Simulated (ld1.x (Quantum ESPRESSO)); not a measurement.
## Si: excitation energies, all-electron against TM

| Property | Result |
| --- | --- |
| Element | silicon (Si) |
| Generator | ld1.x (Quantum ESPRESSO) 7.5 |
| Type | norm-conserving Troullier–Martins (Kleinman–Bylander form) |
| Functional | LDA (PZ) |
| Relativity | scalar-relativistic |
| Frozen core | [Ne] |
| Valence charge | 4 |
| Reference configuration | 3s2 3p2 |
| Partial waves | 3s (bound): rc 1.30 bohr; 3p (bound): rc 2.15 bohr |
| Local potential | all-electron potential smoothed inside 1.55 bohr (lloc = -2) |
| Core correction | Bessel-smoothed model core, default radius (core density twice the valence density) |

Energies are relative to the spin-unpolarised reference configuration 3s2 3p2; without spin polarisation the order of configurations can differ from experiment. Spin-polarised rows fill each open shell by Hund’s rule, majority spin first. The frozen-core shift is the all-electron ΔE with the core orbitals held at their reference shape minus the fully relaxed ΔE.

```json
{"valence configuration": "3s2 3p1", "charge": "+1", "ΔE all-electron (eV)": "7.829", "error AE − PS (meV)": "+3.5", "frozen-core shift (meV)": "+1.4"}
{"valence configuration": "3s2 3p0", "charge": "+2", "ΔE all-electron (eV)": "23.943", "error AE − PS (meV)": "+27", "frozen-core shift (meV)": "+14"}
{"valence configuration": "3s1 3p0", "charge": "+3", "ΔE all-electron (eV)": "58.088", "error AE − PS (meV)": "+78", "frozen-core shift (meV)": "+76"}
{"valence configuration": "3s1 3p2", "charge": "+1", "ΔE all-electron (eV)": "15.242", "error AE − PS (meV)": "+3.0", "frozen-core shift (meV)": "+4.0"}
{"valence configuration": "3s2 3p2.3", "charge": "-0.3", "ΔE all-electron (eV)": "-0.957", "error AE − PS (meV)": "+0.1", "frozen-core shift (meV)": "0.0"}
{"valence configuration": "3s0 3p4", "charge": "0", "ΔE all-electron (eV)": "13.779", "error AE − PS (meV)": "-15", "frozen-core shift (meV)": "+3.3"}
{"valence configuration": "3s2 3p2 (spin-polarised)", "charge": "0", "ΔE all-electron (eV)": "-0.611", "error AE − PS (meV)": "+5.7", "frozen-core shift (meV)": "+0.6"}
{"valence configuration": "3s2 3p1 (spin-polarised)", "charge": "+1", "ΔE all-electron (eV)": "7.624", "error AE − PS (meV)": "+5.6", "frozen-core shift (meV)": "+1.6"}
```

What are ΔE and the potential's error for 3s2 3p1.5?

ΔE = 2.965 eV all-electron; the error (AE − PS) is +0.5 meV.

Levels in the configuration 3s2 3p1 (spin-polarised):

```json
{"level": "3s up", "all-electron (eV)": "-19.484", "pseudo (eV)": "-19.472"}
{"level": "3p up", "all-electron (eV)": "-12.103", "pseudo (eV)": "-12.096"}
{"level": "3s down", "all-electron (eV)": "-18.600", "pseudo (eV)": "-18.581"}
```
